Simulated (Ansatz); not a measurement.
A nudged elastic band was laid between two geometries of Cl4Sn + H (6 atoms, charge 0, multiplicity 2).

The calculation used Ansatz, UKS B3LYP-D4/def2-SVP.

```yaml
movable_images: 5
climbing_image: yes
spring: 5.0 eV/Å²
optimiser: quadratic models (default)
start_path: through a guess of the saddle point
force_threshold: 0.05 eV/Å
iteration_limit: 60
end_points: relaxed
```

Initial state:

```xyz
6
Properties=species:S:1:pos:R:3
Sn 0.021 0.000 -0.108
Cl 0.090 0.000 2.228
Cl 2.198 0.000 -0.952
Cl -1.103 1.906 -0.853
Cl -1.103 -1.906 -0.853
H -0.100 0.000 5.121
```

Final state:

```xyz
6
Properties=species:S:1:pos:R:3
Sn -0.547 0.000 0.121
Cl -0.267 0.000 3.427
Cl 1.834 0.000 0.586
Cl -0.958 1.957 -1.199
Cl -0.958 -1.957 -1.199
H 0.899 0.000 2.847
```

Q: Which bonds break or form, and what moves?

A: Bonds broken: Sn1–Cl2. Bonds formed: Cl2–H6. Cl4Sn + H becomes Cl3Sn + ClH.

Q: Give the energies along the band, and the barrier.

A: It converged. The highest image is number 2 of 0 to 6, 1.6 kcal/mol above the first end and 34.8 kcal/mol above the last; the last end lies 33.2 kcal/mol below the first. Neighbouring images differ by up to 1.3 eV, so the band resolves the path poorly. A vibrational analysis at the climbing image gives one clearly imaginary mode, 595i cm⁻¹: a first-order saddle point.

| image | path coordinate (Å) | energy (kcal/mol) | Sn1–Cl2 (Å) | Cl2–H6 (Å) |
| --- | --- | --- | --- | --- |
| 0 | 0.00 | 0.0 | 2.34 | 2.90 |
| 1 | 1.61 | 0.1 | 2.34 | 3.35 |
| 2 | 3.22 | 1.6 | 2.40 | 1.98 |
| 3 | 4.08 | -28.0 | 3.22 | 1.30 |
| 4 | 4.94 | -30.3 | 3.44 | 1.29 |
| 5 | 5.79 | -31.4 | 3.38 | 1.29 |
| 6 | 6.65 | -33.2 | 3.32 | 1.30 |

Q: What is the geometry of the highest image?

A: 
```xyz
6
Properties=species:S:1:pos:R:3:forces:R:3
Sn -0.005 0.000 0.031 0.00 0.00 0.00
Cl 0.006 0.000 2.427 0.00 0.00 -0.01
Cl 2.198 0.000 -0.770 0.00 0.00 0.00
Cl -1.111 1.910 -0.756 0.00 0.00 0.00
Cl -1.111 -1.910 -0.756 0.00 0.00 0.00
H 0.025 0.000 4.407 0.00 0.00 0.00
```

Run time: 5.6 min on 4 threads of Arm Neoverse V2, on a shared host, peak memory 0.43 GiB.
